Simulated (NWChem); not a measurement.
Molecule: BH₂F; SMILES FB

```xyz
4

B      0.0000     0.0000     0.6614
H      0.0000    -1.0578     1.2202
H      0.0000     1.0578     1.2202
F      0.0000     0.0000    -0.6624
```
Atoms are numbered in this order, from 1.

Level: B3LYP/6-31G* (spherical d) (NWChem); excitation at 532 nm, off resonance, unscaled harmonic frequencies. Geometry: optimised at B3LYP/6-31G* (spherical d).

Task: Give the Raman lines with relative activities.

Result: 
| wavenumber (cm⁻¹) | relative intensity |
|---|---|
| 1044 | 5.0 |
| 1112 | 2.9 |
| 1189 | 6.7 |
| 1380 | 2.3 |
| 2616 | 100 |
| 2714 | 20 |
